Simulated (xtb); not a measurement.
Cl₆W, triplet, geometry from GFN2-xTB of the parent state (such geometries of metal compounds can be far from the true shape) (another spin typed on purpose, not shown lowest); GFN1-xTB in xtb.

xtb was given this input:
```
$ xtb mol.xyz --gfn 1 --chrg 0 --uhf 2 --json

# file mol.xyz
7

W      0.00000000     0.00000000    -0.00000000
Cl     2.02226489     0.85548730    -0.65573385
Cl     0.66207550     0.11426121     2.19089048
Cl    -0.66207550    -0.11426121    -2.19089048
Cl    -2.02226489    -0.85548730     0.65573385
Cl    -0.85058887     2.12284868     0.14633082
Cl     0.85058887    -2.12284868    -0.14633082
```

The log (banner, timings and long lists left out):

```
   ID    Z sym.   atoms
    1   74 W      1
    2   17 Cl     2-7

           -------------------------------------------------
          |                Calculation Setup                |
           -------------------------------------------------

           -------------------------------------------------
          |                 G F N 1 - x T B                 |
           -------------------------------------------------

          ...................................................
          :                      SETUP                      :
          :.................................................:
          :  # basis functions                  70          :
          :  # atomic orbitals                  63          :
          :  # shells                           21          :
          :  # electrons                        48          :
          :  # halogen bonds                     0          :
          :  max. iterations                   250          :
          :  Hamiltonian                  GFN1-xTB          :
          :  restarted?                      false          :
          :  GBSA solvation                  false          :
          :  PC potential                    false          :
          :  electronic temp.          300.0000000     K    :
          :  accuracy                    1.0000000          :
          :  -> integral cutoff          0.2500000E+02      :
          :  -> integral neglect         0.1000000E-07      :
          :  -> SCF convergence          0.1000000E-05 Eh   :
          :  -> wf. convergence          0.2000000E-04 e    :
          :  Broyden damping             0.4000000          :
          :  net charge                          0          :
          :  unpaired electrons                  2          :
          ...................................................

 iter      E             dE          RMSdq      gap      omega  full diag
   1    -27.9550480 -0.279550E+02  0.707E+00    0.00       0.0  T
   2    -27.9664539 -0.114059E-01  0.399E+00    0.00       1.0  T
   3    -27.9669333 -0.479373E-03  0.120E+00    0.00       1.0  T
   4    -27.9670693 -0.136014E-03  0.321E-02    0.00       1.2  T
   5    -27.9670713 -0.197995E-05  0.237E-02    0.00       1.6  T
   6    -27.9670714 -0.127464E-06  0.145E-03    0.00      26.0  T
   7    -27.9670714 -0.150995E-08  0.442E-06    0.00    8559.1  T
   8    -27.9670714 -0.817124E-13  0.336E-06    0.00   11251.4  T

   *** convergence criteria satisfied after 8 iterations ***

 transition dipole moment (au) for excitation:          24          25
     X       Y       Z
   0.0000   0.0000  -0.0000  total (au/Debye):    0.000   0.000
 dE (eV)             :    3.328
 oscillator strength :  0.88170E-21

         :::::::::::::::::::::::::::::::::::::::::::::::::::::
         ::                     SUMMARY                     ::
         :::::::::::::::::::::::::::::::::::::::::::::::::::::
         :: total energy             -27.932308648882 Eh    ::
         :: gradient norm              0.018110983312 Eh/a0 ::
         :: HOMO-LUMO gap              0.000000006400 eV    ::
         ::.................................................::
         :: SCC energy               -27.967071425476 Eh    ::
         :: -> electrostatic           0.053980395593 Eh    ::
         :: repulsion energy           0.041759520142 Eh    ::
         :: dispersion energy         -0.006996743548 Eh    ::
         :: halogen bond corr.         0.000000000000 Eh    ::
         :: add. restraining           0.000000000000 Eh    ::
         :: total charge               0.000000000591 e     ::
         :::::::::::::::::::::::::::::::::::::::::::::::::::::

           -------------------------------------------------
          |                Property Printout                |
           -------------------------------------------------

    * Orbital Energies and Occupations

         #    Occupation            Energy/Eh            Energy/eV
      -------------------------------------------------------------
         1        2.0000           -0.9725933             -26.4656
       ...           ...                  ...                  ...
        13        2.0000           -0.5399027             -14.6915
        14        2.0000           -0.5399027             -14.6915
        15        2.0000           -0.5399027             -14.6915
        16        2.0000           -0.5096665             -13.8687
        17        2.0000           -0.5096665             -13.8687
        18        2.0000           -0.5096665             -13.8687
        19        1.9020           -0.4992182             -13.5844
        20        1.9020           -0.4992182             -13.5844
        21        1.9020           -0.4992182             -13.5844
        22        1.7647           -0.4982290             -13.5575
        23        1.7647           -0.4982290             -13.5575
        24        1.7647           -0.4982290             -13.5575
        25        0.3333           -0.3759352             -10.2297 (HOMO)
        26        0.3333           -0.3759352             -10.2297 (LUMO)
        27        0.3333           -0.3759352             -10.2297
        28                         -0.2051778              -5.5832
        29                         -0.2051778              -5.5832
        30                         -0.0932961              -2.5387
        31                         -0.0922320              -2.5098
        32                         -0.0909309              -2.4744
        33                         -0.0909309              -2.4744
        34                         -0.0909309              -2.4744
        35                         -0.0899017              -2.4464
        36                         -0.0899017              -2.4463
       ...                                ...                  ...
        63                          0.8966279              24.3985
      -------------------------------------------------------------
                  HL-Gap            0.0000000 Eh            0.0000 eV
             Fermi-level           -0.4368516 Eh          -11.8873 eV

  Mulliken/CM5 charges         n(s)   n(p)   n(d)
     1W     1.19343  1.63955   0.389  0.925  3.493
     2Cl   -0.19890 -0.27326   1.881  5.323 -0.005
     3Cl   -0.19890 -0.27326   1.881  5.323 -0.005
     4Cl   -0.19890 -0.27326   1.881  5.323 -0.005
     5Cl   -0.19890 -0.27326   1.881  5.323 -0.005
     6Cl   -0.19890 -0.27326   1.881  5.323 -0.005
     7Cl   -0.19890 -0.27326   1.881  5.323 -0.005

Wiberg/Mayer (AO) data.
largest (>0.10) Wiberg bond orders for each atom

 ---------------------------------------------------------------------------
     #   Z sym  total        # sym  WBO       # sym  WBO       # sym  WBO
 ---------------------------------------------------------------------------
     1  74 W    5.542 --     2 Cl   0.924     5 Cl   0.924     4 Cl   0.924
                             3 Cl   0.924     6 Cl   0.924     7 Cl   0.924
     2  17 Cl   1.053 --     1 W    0.924
     3  17 Cl   1.053 --     1 W    0.924
     4  17 Cl   1.053 --     1 W    0.924
     5  17 Cl   1.053 --     1 W    0.924
     6  17 Cl   1.053 --     1 W    0.924
     7  17 Cl   1.053 --     1 W    0.924
 ---------------------------------------------------------------------------

Topologies differ in total number of bonds
Writing topology from bond orders to xtbtopo.mol

 dipole moment from electron density (au)
     X       Y       Z
  -0.0000   0.0000  -0.0000  total (Debye):    0.000

           -------------------------------------------------
          | TOTAL ENERGY              -27.932308648882 Eh   |
          | GRADIENT NORM               0.018110983312 Eh/α |
          | HOMO-LUMO GAP               0.000000006400 eV   |
           -------------------------------------------------

normal termination of xtb
```
